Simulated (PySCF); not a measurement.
## Property card for `[SiH3]O[Si]1(Cl)CCCC1`

Compound: C4H11ClOSi2.
Z-matrix (Å and degrees, PBE0-D3(BJ)/def2-SVP geometry), rows numbered from 1:
```
Si
O   1  1.6670
Si  2  1.6516  1  140.25
Cl  3  2.0853  2  106.43  1     4.32
C   3  1.8765  2  114.89  1   128.43
C   5  1.5394  3  102.62  2   110.41
C   6  1.5360  5  109.09  3    34.60
C   7  1.5375  6  108.74  5   -50.01
H   1  1.4921  2  110.50  3   -64.28
H   1  1.4925  2  110.50  3    57.01
H   1  1.4895  2  107.23  3   176.36
H   5  1.0997  3  113.75  2   -12.56
H   5  1.1027  3  108.77  2  -132.15
H   6  1.1042  5  109.39  3   -84.24
H   6  1.1016  5  111.90  3   158.11
H   7  1.1017  6  111.23  5  -173.80
H   7  1.1045  6  109.00  5    69.14
H   8  1.0992  3  114.94  2    99.76
H   8  1.1043  3  107.82  2   -20.07
```

Structural features include: Si–H bond, siloxane link and C–Si bond.

PBE0-D3(BJ)/def2-SVP geometry optimisation, gas phase (PySCF):

```
Point group                  : C1
Rotational constants A, B, C : 1.791, 0.799, 0.675 GHz
```

From CAM-B3LYP/def2-SVPD ground state, ΔSCF and vertical TDDFT (core frozen in the response) (PySCF):

```
Dipole moment                                                     : 1.73 D
HOMO energy                                                       : -9.21 eV
LUMO energy                                                       : 0.86 eV
HOMO–LUMO gap                                                     : 10.07 eV
Lowest singlet excitation                                         : 7.25 eV (171 nm, f = 0.009)
Strongest line among the 10 lowest singlet transitions            : S6 at 8.40 eV (148 nm, f = 0.096)
Lowest triplet excitation (Tamm–Dancoff)                          : 7.00 eV
Static isotropic polarisability                                   : 110.0 au
Vertical ionisation energy                                        : 9.84 eV
Electronic spatial extent ⟨r²⟩ about the centre of nuclear charge : 1848 bohr²
```

From HF/pcSseg-1 ground state and GIAO shieldings, non-relativistic (PySCF):

```
13C chemical shifts (computed TMS as zero) by class         : 23.4 (C6/C7), 13.0 (C5/C8) ppm
1H chemical shifts (computed TMS as zero) by class          : 4.49 (H9/H10/H11), 1.37 (H14/H16), 1.37 (H15/H17), 0.55 (H12/H19), 0.53 (H13/H18) ppm
Isotropic shieldings of nuclei other than C and H, by class : 303 (O2), 363 (Si3), 436 (Si1), 951 (Cl4) ppm
```

Monoisotopic mass from the formula: 166.0037 u.

No computed singlet falls in the visible range (750 to 380 nm, 1.65 to 3.26 eV); S1 lies 3.99 eV above its blue end. S1 lies 2.82 eV below the HOMO–LUMO gap; its leading configuration is HOMO→LUMO, weight 0.77. The principal polarisabilities are 100.8, 105.1 and 124.1 au; their mean is the isotropic value. The rotational constants make it an asymmetric top with κ = (2B − A − C)/(A − C) = -0.78, nearer the prolate limit (−1). The polarisability is 16.30 Å³ as a volume (1 au = 0.148185 Å³), or 1.25 au for each of the 88 electrons. The largest Löwdin shares of the HOMO are 0.19 on C8, 0.18 on C5, 0.14 on Si3 and 0.13 on Cl4. The ΔSCF ionisation energy exceeds −ε(HOMO) by 0.63 eV with CAM-B3LYP.

One conformer (not necessarily the lowest) at the PBE0-D3(BJ)/def2-SVP geometry, without solvent or vibrations. NMR classes are plain means over equivalent atoms (diastereotopic ones count apart unless rotation or inversion swaps them), as if these changed places fast; in this geometry the members of some classes differ.

For the geometry optimisation (PBE0-D3(BJ)/def2-SVP), the run took 6.5 min wall on Arm Neoverse V2, one thread, no GPU, on a shared host, and the process peaked at 0.88 GiB of memory.
